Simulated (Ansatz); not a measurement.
# Two structures, one formula

The two ends of one reaction step of Si₂H₈O₂F₂, closed shell (PBE0-D4/def2-TZVP).

A:

| atom | x (Å) | y (Å) | z (Å) |
| --- | --- | --- | --- |
| Si1 | -2.0063 | -0.4608 | -0.0098 |
| Si2 | -0.2208 | -0.4034 | 1.5000 |
| F3 | -1.9133 | -1.7320 | -0.9772 |
| F4 | -3.3270 | -0.7454 | 0.8576 |
| H5 | -2.3146 | 0.7546 | -0.7849 |
| H6 | 1.0098 | 0.3568 | -1.2957 |
| O7 | 0.1341 | -0.0257 | -1.4874 |
| H8 | 2.4517 | 1.1628 | 0.2684 |
| O9 | 2.5495 | 1.0977 | -0.6864 |
| H10 | -0.6561 | -0.5896 | 2.9113 |
| H11 | 0.7884 | -1.4469 | 1.1760 |
| H12 | 0.4523 | 0.9267 | 1.4189 |
| H13 | 0.2879 | -0.8781 | -1.9014 |
| H14 | 2.7646 | 1.9834 | -0.9894 |

B:

Si1  (-1.691, -0.095, -1.229)
Si2  (0.804, -0.701, 2.218)
F3  (-2.659, -1.275, -1.643)
F4  (-2.029, 0.233, 0.282)
H5  (-1.924, 1.063, -2.090)
H6  (1.039, 1.088, -1.358)
O7  (-0.138, -0.550, -1.365)
H8  (0.975, 0.639, 1.610)
O9  (1.338, 1.963, -1.086)
H10  (-0.417, -0.759, 3.055)
H11  (0.669, -1.714, 1.126)
H12  (1.996, -1.068, 3.021)
H13  (0.227, -1.144, -0.700)
H14  (1.812, 2.319, -1.840)
(Å)

Computed with Ansatz 0.2.0 (basis: def2-TZVPP); correlated methods freeze the cores. B3LYP uses VWN-RPA correlation.

(1) Which structure is lower at CCSD(T), and by how much? (An estimate is asked for; the value comes from the calculation.)

No T1 diagnostic of these runs exceeds 0.012.

Results:

(1) The calculation gives: B, by 1.141 eV (electronic energy, against the other). By their contacts, A is a complex of Si₂H₄F₂ ([F][SiH]([F])[SiH3]) + H₂O + H₂O and B is a complex of SiH₂OF₂ ([OH][SiH]([F])[F]) + SiH₄ + H₂O.

All methods give the same order:

| method | E(B) − E(A) (eV) |
| --- | --- |
| SPW92 | -0.748 |
| PBE-D4 | -0.840 |
| BLYP-D4 | -1.036 |
| r2SCAN-D4 | -1.038 |
| B97M-V | -1.060 |
| PBE0-D4 | -0.930 |
| B3LYP-D4 | -1.091 |
| r2SCAN0-D4 | -1.074 |
| BHLYP-D4 | -1.179 |
| CAM-B3LYP-D4 | -1.138 |
| wB97X-V | -1.048 |
| wB97M-V | -1.084 |
| B2PLYP | -1.167 |
| PBE-QIDH | -1.068 |
| RPA on PBE | -1.161 |
| HF | -1.452 |
| MP2 | -1.193 |
| CCSD | -1.185 |
| CCSD(T) | -1.141 |

Labels in which every atom is bracketed show which atoms are joined, not bond orders.

For scale, one of the runs: CCSD(T)/def2-TZVPP, 320 basis functions, launched by `ansatz run in.yaml --threads 4 --pin off --events-out ev --progress --plain --max-ram 41984MiB --backend cuda --devices 0, --max-vram 37GiB`. Hardware: 4 CPU threads of an AMD EPYC 7R13 and a share of one NVIDIA H100, shared host. Wall time 11 s; peak host memory 0.83 GiB.
